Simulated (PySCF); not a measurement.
H₄AlFN₂ (SMILES [NH2][Al]([NH2])[F]), singlet, geometry from GFN2-xTB (such geometries of metal compounds can be far from the true shape); M062X/6-31G, TDDFT run with PySCF.

Input for PySCF:
```python
from pyscf import gto, scf, dft, tdscf

mol = gto.M(
    atom='''
Al    0.021610    0.002700   -0.002795
F     1.648312    0.205921   -0.213184
N    -0.523158   -0.696669    1.531988
H    -1.479533   -0.875802    1.794048
H     0.094108   -0.976902    2.281019
N    -1.042868    0.501028   -1.329447
H    -2.048351    0.435068   -1.337770
H    -0.719777    0.898738   -2.200098
''',
    basis='6-31g',
    charge=0,
    spin=0,
    verbose=4,
)

mf = dft.RKS(mol)
mf.xc = 'm062x'
mf.kernel()
td = mf.TDDFT()
td.nstates = 5
td.kernel()
td.analyze()
```

It wrote (shortened):

```
PySCF version 2.14.0

[INPUT] verbose = 4
[INPUT] num. atoms = 8
[INPUT] num. electrons = 40
[INPUT] charge = 0
[INPUT] spin (= nelec alpha-beta = 2S) = 0
[INPUT] symmetry False subgroup None
[INPUT] Mole.unit = angstrom
[INPUT] Symbol           X                Y                Z      unit          X                Y                Z       unit  Magmom
[INPUT]  1 Al     0.021610000000   0.002700000000  -0.002795000000 AA    0.040836981552   0.005102260536  -0.005281784518 Bohr   0.0
[INPUT]  2 F      1.648312000000   0.205921000000  -0.213184000000 AA    3.114858247834   0.389134293297  -0.402859374139 Bohr   0.0
[INPUT]  3 N     -0.523158000000  -0.696669000000   1.531988000000 AA   -0.988625339875  -1.316513609475   2.895037746120 Bohr   0.0
[INPUT]  4 H     -1.479533000000  -0.875802000000   1.794048000000 AA   -2.795912162256  -1.655025919346   3.390259374324 Bohr   0.0
[INPUT]  5 H      0.094108000000  -0.976902000000   2.281019000000 AA    0.177838346131  -1.846077230540   4.310501194929 Bohr   0.0
[INPUT]  6 N     -1.042868000000   0.501028000000  -1.329447000000 AA   -1.970734904073   0.946805700739  -2.512290727125 Bohr   0.0
[INPUT]  7 H     -2.048351000000   0.435068000000  -1.337770000000 AA   -3.870822396979   0.822159365562  -2.528018917659 Bohr   0.0
[INPUT]  8 H     -0.719777000000   0.898738000000  -2.200098000000 AA   -1.360181400761   1.698368677739  -4.157582667203 Bohr   0.0

nuclear repulsion = 159.117460766659
number of shells = 30
number of NR pGTOs = 128
number of NR cGTOs = 48
basis = 6-31g
ecp = {}

******** <class 'pyscf.dft.rks.RKS'> ********
method = RKS
initial guess = minao
damping factor = 0
level_shift factor = 0
DIIS = <class 'pyscf.scf.diis.CDIIS'>
diis_start_cycle = 1
diis_space = 8
diis_damp = 0
SCF conv_tol = 1e-09
SCF conv_tol_grad = None
SCF max_cycles = 50
direct_scf = True
direct_scf_tol = 1e-13
XC library pyscf.dft.libxc version 7.1.2
    S. Lehtola, C. Steigemann, M. J. T. Oliveira, and M. A. L. Marques,  SoftwareX 7, 1–5 (2018)
XC functionals = m062x
    Y. Zhao and D. G. Truhlar,  Theor. Chem. Acc. 120, 215 (2008)
    Y. Zhao and D. G. Truhlar,  Theor. Chem. Acc. 120, 215 (2008)
radial grids:
    Treutler-Ahlrichs [JCP 102, 346 (1995); DOI:10.1063/1.469408] (M4) radial grids

becke partition: Becke, JCP 88, 2547 (1988); DOI:10.1063/1.454033
pruning grids: <function nwchem_prune>
grids dens level: 3
symmetrized grids: False
atomic radii adjust function: <function treutler_atomic_radii_adjust>
small_rho_cutoff = 0
Set gradient conv threshold to 3.16228e-05
Initial guess from minao.
tot grids = 100480
init E= -454.240714795485
  HOMO = -0.312298920324881  LUMO = -0.0595725449775526  gap/eV = 6.87703
cycle= 1 E= -454.044502945446  delta_E= 0.196  |g|= 0.685  |ddm|= 2.45
  HOMO = -0.245988317768773  LUMO = 0.0469280684745796  gap/eV = 7.97066
cycle= 2 E= -454.035115650793  delta_E= 0.00939  |g|= 0.76  |ddm|= 1.01
  HOMO = -0.306424562537532  LUMO = 0.0298324049092145  gap/eV = 9.15002
cycle= 3 E= -454.136583837234  delta_E= -0.101  |g|= 0.025  |ddm|= 0.501
  HOMO = -0.308792410646341  LUMO = 0.0292097286336792  gap/eV = 9.19751
cycle= 4 E= -454.136690630975  delta_E= -0.000107  |g|= 0.0188  |ddm|= 0.0352
  HOMO = -0.30570530556739  LUMO = 0.0299746155469487  gap/eV = 9.13432
cycle= 5 E= -454.136764028858  delta_E= -7.34e-05  |g|= 0.00297  |ddm|= 0.0144
  HOMO = -0.305826639128133  LUMO = 0.0301026880186084  gap/eV = 9.14110
cycle= 6 E= -454.136766868643  delta_E= -2.84e-06  |g|= 0.000309  |ddm|= 0.00382
  HOMO = -0.305853093775299  LUMO = 0.0300293873208957  gap/eV = 9.13983
cycle= 7 E= -454.136766953522  delta_E= -8.49e-08  |g|= 6.17e-05  |ddm|= 0.000813
  HOMO = -0.305845885371594  LUMO = 0.0300403310608219  gap/eV = 9.13993
cycle= 8 E= -454.136766955747  delta_E= -2.23e-09  |g|= 5.92e-06  |ddm|= 0.000152
  HOMO = -0.305845253519653  LUMO = 0.0300410055316875  gap/eV = 9.13993
cycle= 9 E= -454.136766955776  delta_E= -2.9e-11  |g|= 9.46e-07  |ddm|= 1.82e-05
  HOMO = -0.30584523025372  LUMO = 0.0300409416272538  gap/eV = 9.13993
Extra cycle  E= -454.136766955777  delta_E= -7.96e-13  |g|= 5.73e-07  |ddm|= 1.79e-06
converged SCF energy = -454.136766955777

******** <class 'pyscf.tdscf.rks.TDDFT'> for <class 'pyscf.dft.rks.RKS'> ********
nstates = 5 singlet
deg_eia_thresh = 1.000e-03
wfnsym = None
conv_tol = 1e-05
eigh lindep = 1e-12
eigh level_shift = 0
eigh max_cycle = 100

Excitation energies (eV)
[5.73963427 6.62204591 7.55867626 8.04301269 8.19073745]

** Singlet excitation energies and oscillator strengths **
Excited State   1:      5.73963 eV    216.01 nm  f=0.0000
      19 -> 24        0.12225
      20 -> 21        0.69083
Excited State   2:      6.62205 eV    187.23 nm  f=0.1350
      19 -> 21        0.66089
      20 -> 24        0.23348
Excited State   3:      7.55868 eV    164.03 nm  f=0.1452
      18 -> 21       -0.11877
      20 -> 22       -0.68796
Excited State   4:      8.04301 eV    154.15 nm  f=0.0000
      20 -> 23        0.68947
Excited State   5:      8.19074 eV    151.37 nm  f=0.0019
      19 -> 21       -0.22826
      19 -> 26        0.16578
      20 -> 24        0.63228

** Transition electric dipole moments (AU) **
state          X           Y           Z        Dip. S.      Osc.
  1         0.0000     -0.0001     -0.0000      0.0000      0.0000
  2        -0.0579      0.8361      0.3605      0.8324      0.1350
  3         0.1463     -0.3372      0.8056      0.7841      0.1452
  4        -0.0000     -0.0000     -0.0001      0.0000      0.0000
  5        -0.0062      0.0899      0.0387      0.0096      0.0019

** Transition velocity dipole moments (imaginary part, AU) **
state          X           Y           Z        Dip. S.      Osc.
  1         0.0000     -0.0000     -0.0000      0.0000      0.0000
  2        -0.0182      0.2626      0.1132      0.0821      0.2249
  3         0.0219     -0.0504      0.1204      0.0175      0.0420
  4         0.0000     -0.0001     -0.0001      0.0000      0.0000
  5        -0.0106      0.1530      0.0659      0.0279      0.0617

** Transition magnetic dipole moments (imaginary part, AU) **
state          X           Y           Z
  1         0.8662      0.1083     -0.1121
  2         0.0938     -0.2159      0.5158
  3        -0.0014      0.0173      0.0075
  4        -0.3706     -0.0463      0.0477
  5         0.0364     -0.0847      0.2024
```
